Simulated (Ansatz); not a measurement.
Reaction (atomization): `N[SiH](O)BO` → B• + 6 H• + N• + 2 O• + Si•

Calculated with Ansatz (gas phase, PBE0-D4/def2-TZVP geometries, no zero-point term in ΔE). CBS: MP2 limit from def2 TZ/QZ plus the TZ coupled-cluster correction, frozen cores. This one scheme is used for every species, atoms too. DFT in def2-TZVPP. B3LYP here is the variant with VWN-RPA as its local correlation; programs differ in this. Open shells (•) are unrestricted, without spin–orbit coupling. Spin–orbit coupling would lower the free atoms: a little for B, O, Si. One conformer a species, not always the lowest.

```json
{"level": "PBE-D4", "ΔE (kJ/mol)": "4143.9", "difference from CCSD(T)/CBS": "53.8"}
{"level": "r2SCAN-D4", "ΔE (kJ/mol)": "4081.3", "difference from CCSD(T)/CBS": "-8.8"}
{"level": "PBE0-D4", "ΔE (kJ/mol)": "4054.2", "difference from CCSD(T)/CBS": "-35.9"}
{"level": "B3LYP-D4", "ΔE (kJ/mol)": "4085.7", "difference from CCSD(T)/CBS": "-4.4"}
{"level": "ωB97X-V", "ΔE (kJ/mol)": "4097.5", "difference from CCSD(T)/CBS": "7.4"}
{"level": "ωB97M-V", "ΔE (kJ/mol)": "4101.7", "difference from CCSD(T)/CBS": "11.6"}
{"level": "B2PLYP", "ΔE (kJ/mol)": "4044.0", "difference from CCSD(T)/CBS": "-46.1"}
{"level": "PBE", "ΔE (kJ/mol)": "4123.9", "difference from CCSD(T)/CBS": "33.8"}
{"level": "r2SCAN", "ΔE (kJ/mol)": "4076.3", "difference from CCSD(T)/CBS": "-13.8"}
{"level": "PBE0", "ΔE (kJ/mol)": "4037.3", "difference from CCSD(T)/CBS": "-52.8"}
{"level": "B3LYP", "ΔE (kJ/mol)": "4053.6", "difference from CCSD(T)/CBS": "-36.5"}
{"level": "HF/def2-TZVPP", "ΔE (kJ/mol)": "2899.7", "difference from CCSD(T)/CBS": "-1190.4"}
{"level": "MP2/def2-TZVPP", "ΔE (kJ/mol)": "4047.7", "difference from CCSD(T)/CBS": "-42.4"}
{"level": "SCS-MP2/def2-TZVPP", "ΔE (kJ/mol)": "4035.4", "difference from CCSD(T)/CBS": "-54.7"}
{"level": "CCSD/def2-TZVPP", "ΔE (kJ/mol)": "3904.3", "difference from CCSD(T)/CBS": "-185.8"}
{"level": "CCSD(T)/def2-TZVPP", "ΔE (kJ/mol)": "3964.2", "difference from CCSD(T)/CBS": "-125.9"}
{"level": "HF/def2-QZVPP", "ΔE (kJ/mol)": "2908.7", "difference from CCSD(T)/CBS": "-1181.4"}
{"level": "MP2/def2-QZVPP", "ΔE (kJ/mol)": "4123.1", "difference from CCSD(T)/CBS": "33.0"}
{"level": "SCS-MP2/def2-QZVPP", "ΔE (kJ/mol)": "4120.3", "difference from CCSD(T)/CBS": "30.2"}
{"level": "HF/CBS(def2)", "ΔE (kJ/mol)": "2910.1", "difference from CCSD(T)/CBS": "-1180.0"}
{"level": "MP2/CBS(def2)", "ΔE (kJ/mol)": "4173.6", "difference from CCSD(T)/CBS": "83.5"}
{"level": "CCSD/CBS(def2)", "ΔE (kJ/mol)": "4030.2", "difference from CCSD(T)/CBS": "-59.9"}
{"level": "CCSD(T)/CBS", "ΔE (kJ/mol)": "4090.1", "difference from CCSD(T)/CBS": "0"}
```

Largest T1 diagnostic among the species: 0.014.

From PBE to PBE0 (25 % exact exchange), in def2-TZVPP and without D4, ΔE moves by −86.6 kJ/mol: exact exchange takes away binding that semilocal exchange gives to molecules. The D4 term adds +32.1 kJ/mol with B3LYP and +16.9 kJ/mol with PBE0; it sums over pairs of atoms, weighted by their polarisabilities, and B3LYP, whose exchange is more repulsive, gets the larger term.

For atomizations the MP2-based limit and the directly extrapolated one differ by several kJ/mol either way, and by 10 to 25 for some Ge, Se and Sn compounds, so smaller differences from it don't rank the levels.
